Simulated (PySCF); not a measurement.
Compound: TiI(OMe)3, C₃H₉IO₃Ti (singlet state).
Geometry (PBE0-D3(BJ)/def2-SVP, Å), atoms numbered from 1 in this order:
```xyz
17
C3H9IO3Ti angstrom
Ti     0.0037   -0.1341    0.7539
I     -0.0081   -0.5033    3.3543
O      1.6551   -0.2726    0.1954
C      2.7916   -0.8165   -0.3784
H      3.4883   -1.1544    0.4076
H      3.3090   -0.0629   -0.9963
H      2.5407   -1.6811   -1.0172
O     -0.6388    1.4585    0.4165
C     -0.6337    2.8031    0.0864
H     -0.7681    3.4177    0.9929
H     -1.4593    3.0313   -0.6092
H      0.3178    3.0934   -0.3923
O     -1.0064   -1.3606    0.0153
C     -2.1629   -1.8486   -0.5710
H     -2.7479   -2.4252    0.1657
H     -1.9141   -2.5179   -1.4121
H     -2.7957   -1.0277   -0.9514
```

The calculation used PBE0-D3(BJ)/def2-SVP geometry optimisation, gas phase, def2 core potentials past Kr (PySCF 2.14.0).

(1) Which atoms are bound to Ti1, and at what distances?

(2) List the angles at Ti1.

(3) What is the shape at Ti1?

(4) What are the other bond lengths?

(5) Give some angles away from the centre.

Results:

(1) 4 atoms: O3 1.749 Å, O8 1.750 Å, O13 1.752 Å, I2 2.627 Å. The nearest atom not counted as bound is C14, at 3.06 Å.

(2) 
| angle | degrees | distance of the outer atoms (Å) |
| --- | --- | --- |
| O3–Ti1–O8 | 110.9 | 2.88 |
| O3–Ti1–O13 | 110.8 | 2.88 |
| O8–Ti1–O13 | 110.1 | 2.87 |
| I2–Ti1–O8 | 108.5 | 3.59 |
| I2–Ti1–O13 | 108.4 | 3.59 |
| I2–Ti1–O3 | 108.0 | 3.58 |

(3) Tetrahedral: angles from 108.0° to 110.9°; τ4 = (360° − α − β)/141° = 0.98 with α and β the two widest (0 for a square, 1 for a tetrahedron).

(4) O3–C4, O8–C9, O13–C14 1.385 Å; C4–H5 and 8 like bonds 1.104 Å.

(5) Ti1–O3–C4 159.8°, Ti1–O8–C9 158.2°, Ti1–O13–C14 155.0°.

Point group: near C3, missed by 0.15 Å at most; the miss may be what the optimiser left on a soft mode. Charge 0, singlet. Not checked by PBE0-D3(BJ)/def2-SVP frequencies.

Time: 8.0 min of wall time; peak memory 0.85 GiB. Hardware: one thread of an Arm Neoverse V1, no GPU (shared host). This is the geometry optimisation.
